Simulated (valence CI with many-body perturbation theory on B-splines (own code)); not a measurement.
E1 line list for Os LXXI

Computed by valence CI with perturbative core correlation (CI+MBPT): four valence electrons over a frozen Dirac-Fock core [He], a basis of 11 s, 11 p, 10 d, 8 f, 5 g, 2 h functions for each j, with the one-electron correlation potential Σ1 (screened to all orders), the two-electron term Σ2, the three-electron term Σ3, Breit, model QED; selected single and double excitations, second order for the rest, scaled by the run's own slope (own B-spline code, finite nucleus).

The last digits are not significant, and no measured levels were compared; by estimate large intervals hold to a few tenths of a per cent, small ones and those within an open d or f shell to about a per cent. Among the levels kept, up to 1300 cm⁻¹ of a level comes from second order outside the variational space, and about a tenth of that is noise between levels of different J, which matters for small intervals.

Lines 51 to 100 of 600 in falling wavelength, among levels below 125390 × 10³ cm⁻¹, chosen from the strongest by gf and those to the six lowest levels. Wavelengths and rates use the calculated energies. Electric multipoles are in the length gauge with retardation, E1 and E2 with the static RPA response of the core. Weak lines are less certain than strong ones. Lines between different terms over intervals too small for the method are left out, as are lines whose strength nearly cancels. The highest levels of a list are the least certain.

Levels are named by their leading jj configuration (3d3/2^4 stands for four electrons in 3d with j = 3/2), which in mixed levels can hold well under half, so a name can repeat and another be missing. Letters in brackets count levels of one name in rising energy.

```tsv
λ vac (Å)	Upper	Lower	A (s⁻¹)	log gf	Branch %
43.19	(2s 2p1/2 2p3/2^2) J=3	(2s^2 2p3/2^2) J=2	1.67e+10	-1.49	0.5
41.66	(2s 2p1/2^2 2p3/2) J=2	(2s^2 2p1/2 2p3/2) J=2	1.54e+10	-1.70	43.0
39.25	(2s 2p1/2^2 2p3/2) J=2	(2s^2 2p1/2 2p3/2) J=1	2.03e+10	-1.63	56.9
32.90	(2s 2p1/2 2p3/2^2) J=1 [a]	(2s^2 2p3/2^2) J=2	3.27e+10	-1.80	0.1
32.19	(2p1/2^2 2p3/2 3d5/2) J=4	(2s 2p1/2 2p3/2 3d5/2) J=5	8.27e+10	-0.94	0.4
32.14	(2s 2p1/2 2p3/2^2) J=2 [b]	(2s^2 2p3/2^2) J=2	2.72e+10	-1.68	0.1
31.88	(2s 2p1/2^2 2p3/2) J=1	(2s^2 2p1/2 2p3/2) J=2	5.92e+10	-1.57	0.4
30.45	(2s 2p1/2^2 2p3/2) J=1	(2s^2 2p1/2 2p3/2) J=1	1.32e+10	-2.26	0.1
23.32	(2s 2p1/2 2p3/2 3d3/2) J=3 [b]	(2s 2p1/2 2p3/2 3p1/2) J=2 [b]	4.88e+11	-0.56	0.0
23.31	(2s 2p1/2 2p3/2 3d3/2) J=2 [d]	(2s 2p1/2 2p3/2 3p1/2) J=1 [c]	3.40e+11	-0.86	0.0
23.26	(2s 2p1/2 2p3/2 3d3/2) J=1 [d]	(2s 2p1/2 2p3/2 3p1/2) J=1 [c]	4.80e+11	-0.93	0.0
22.98	(2s^2 2p1/2 3d3/2) J=1	(2s^2 2p1/2 3p1/2) J=0	6.81e+11	-0.79	0.0
22.98	(2s 2p1/2 2p3/2 3d3/2) J=2 [e]	(2s 2p1/2 2p3/2 3p1/2) J=1 [c]	3.46e+11	-0.86	0.0
22.95	(2s 2p1/2 2p3/2 3d3/2) J=2 [b]	(2s 2p1/2 2p3/2 3p1/2) J=2 [b]	7.40e+11	-0.53	0.0
22.72	(2s 2p3/2^2 3d3/2) J=1 [b]	(2s 2p3/2^2 3p1/2) J=0	4.28e+11	-1.00	0.0
22.70	(2s 2p3/2^2 3p3/2) J=3 [a]	(2s 2p3/2^2 3s) J=2 [a]	7.05e+11	-0.42	0.3
22.54	(2s 2p1/2 2p3/2 3d3/2) J=1 [b]	(2s 2p1/2 2p3/2 3p1/2) J=2 [b]	1.03e+12	-0.63	0.0
22.50	(2s 2p3/2^2 3p3/2) J=1 [b]	(2s 2p3/2^2 3s) J=0	1.05e+12	-0.62	0.2
22.45	(2s 2p1/2 2p3/2 3d3/2) J=2 [a]	(2s 2p1/2 2p3/2 3p1/2) J=2 [a]	5.48e+11	-0.68	0.1
22.44	(2s^2 2p3/2 3d3/2) J=2	(2s^2 2p3/2 3p1/2) J=2	5.34e+11	-0.70	0.0
22.44	(2p1/2 2p3/2^2 3p3/2) J=2	(2p1/2 2p3/2^2 3s) J=1 [a]	6.03e+11	-0.64	0.1
22.40	(2s 2p3/2^2 3d3/2) J=3 [b]	(2s 2p3/2^2 3p1/2) J=2 [b]	1.04e+12	-0.26	0.1
22.38	(2p1/2^2 2p3/2 3d3/2) J=2	(2p1/2^2 2p3/2 3p1/2) J=2	5.25e+11	-0.70	0.3
22.37	(2s^2 2p3/2 3d3/2) J=2	(2s^2 2p3/2 3p1/2) J=1	5.57e+11	-0.68	0.0
22.37	(2s 2p3/2^2 3d3/2) J=2 [a]	(2s 2p3/2^2 3p1/2) J=3	2.66e+11	-1.00	0.0
22.36	(2p1/2 2p3/2^2 3p3/2) J=0	(2p1/2 2p3/2^2 3s) J=1 [a]	1.48e+12	-0.95	0.3
22.34	(2p1/2^2 2p3/2 3d3/2) J=2	(2p1/2^2 2p3/2 3p1/2) J=1	5.50e+11	-0.69	0.3
22.33	(2s 2p3/2^2 3d3/2) J=2 [b]	(2s 2p3/2^2 3p1/2) J=1 [b]	6.24e+11	-0.63	0.0
22.32	(2s 2p1/2 2p3/2 3p3/2) J=1 [a]	(2s 2p1/2 2p3/2 3s) J=1 [a]	1.31e+12	-0.53	0.3
22.30	(2s 2p1/2^2 3d3/2) J=1	(2s 2p1/2^2 3p1/2) J=0	7.62e+11	-0.77	0.3
22.30	(2s 2p3/2^2 3d3/2) J=3 [a]	(2s 2p3/2^2 3p1/2) J=3	6.49e+11	-0.47	0.0
22.29	(2s 2p3/2^2 3d3/2) J=2 [a]	(2s 2p3/2^2 3p1/2) J=2 [a]	9.13e+11	-0.47	0.1
22.28	(2s 2p1/2^2 3p3/2) J=1	(2s 2p1/2^2 3s) J=0	1.12e+12	-0.60	0.2
22.24	(2s 2p1/2 2p3/2 3d3/2) J=2 [c]	(2s 2p1/2 2p3/2 3p1/2) J=1 [b]	7.36e+11	-0.56	0.3
22.22	(2s 2p3/2^2 3d3/2) J=3 [a]	(2s 2p3/2^2 3p1/2) J=2 [a]	4.99e+11	-0.59	0.0
22.19	(2s 2p3/2^2 3p3/2) J=1 [a]	(2s 2p3/2^2 3s) J=2 [a]	1.71e+12	-0.42	0.3
22.19	(2s 2p3/2^2 3d3/2) J=4	(2s 2p3/2^2 3p1/2) J=3	1.13e+12	-0.12	0.1
22.14	(2s 2p3/2^2 3d3/2) J=1 [a]	(2s 2p3/2^2 3p1/2) J=2 [a]	1.23e+12	-0.57	0.1
22.10	(2p1/2^2 2p3/2 3p3/2) J=1	(2p1/2^2 2p3/2 3s) J=1	1.23e+12	-0.57	0.3
22.10	(2s^2 2p3/2 3d3/2) J=3	(2s^2 2p3/2 3p1/2) J=2	1.14e+12	-0.23	0.1
22.09	(2s 2p3/2^2 3p3/2) J=3 [b]	(2s 2p3/2^2 3s) J=2 [b]	1.75e+12	-0.05	0.4
22.08	(2s 2p1/2 2p3/2 3d3/2) J=3 [c]	(2s 2p1/2 2p3/2 3p1/2) J=2 [c]	1.14e+12	-0.23	0.8
22.08	(2s 2p3/2^2 3d3/2) J=2 [c]	(2s 2p3/2^2 3p1/2) J=2 [b]	3.64e+11	-0.88	0.0
22.08	(2s 2p3/2^2 3p3/2) J=0	(2s 2p3/2^2 3s) J=1 [b]	1.67e+12	-0.91	5.5
22.06	(2p1/2^2 2p3/2 3d3/2) J=3	(2p1/2^2 2p3/2 3p1/2) J=2	1.13e+12	-0.24	1.4
22.03	(2s 2p3/2^2 3d3/2) J=2 [c]	(2s 2p3/2^2 3p1/2) J=1 [b]	4.04e+11	-0.83	0.0
22.03	(2s 2p1/2 2p3/2 3d3/2) J=3 [a]	(2s 2p1/2 2p3/2 3p1/2) J=2 [a]	1.04e+12	-0.28	0.2
22.03	(2s 2p1/2^2 3d3/2) J=2	(2s 2p1/2^2 3p1/2) J=1	1.12e+12	-0.39	0.3
22.01	(2s 2p3/2^2 3d3/2) J=2 [c]	(2s 2p3/2^2 3p1/2) J=1 [a]	3.36e+11	-0.91	0.0
22.01	(2s 2p1/2 2p3/2 3p3/2) J=2 [b]	(2s 2p1/2 2p3/2 3s) J=2 [b]	1.16e+12	-0.38	0.3
```

How does gf follow from A for the line at 41.66 Å?

gf = 1.4992 × (2J+1)_upper × A / σ², with σ = 2400483 cm⁻¹ and 2J+1 = 5: gf = 0.0200.
